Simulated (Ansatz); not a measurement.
Isomers of C2H7NSSi, relaxed with PBE0-D4/def2-TZVP in Ansatz; electronic energies, one conformer each and not always the lowest. Functionals use def2-TZVPP; CBS adds triple-zeta CCSD(T) − MP2 to the MP2 limit of def2-TZVPP and def2-QZVPP.

(1) Order them by energy at frozen-core CCSD(T)/CBS, lowest first. (Estimate.)
A. `C[SiH]1NCS1`
B. `[SiH3]C1NCS1`
C. `[SiH3]N1CSC1`

(2) How do B3LYP-D4, PBE-D4, r2SCAN-D4, B3LYP place them (kcal/mol, against `C[SiH]1NCS1`)? (Best estimate.)

Answers

(1) A (0.0 kcal/mol), C (48.7 kcal/mol), B (61.7 kcal/mol).

(2) Ansatz gave: 
```json
{"isomer": "`[SiH3]N1CSC1`", "B3LYP-D4": "46.6", "PBE-D4": "47.8", "r2SCAN-D4": "50.4", "B3LYP": "46.8"}
{"isomer": "`[SiH3]C1NCS1`", "B3LYP-D4": "61.0", "PBE-D4": "59.8", "r2SCAN-D4": "63.6", "B3LYP": "61.5"}
```

B3LYP here is the variant with VWN-RPA as its local correlation; programs differ in this.
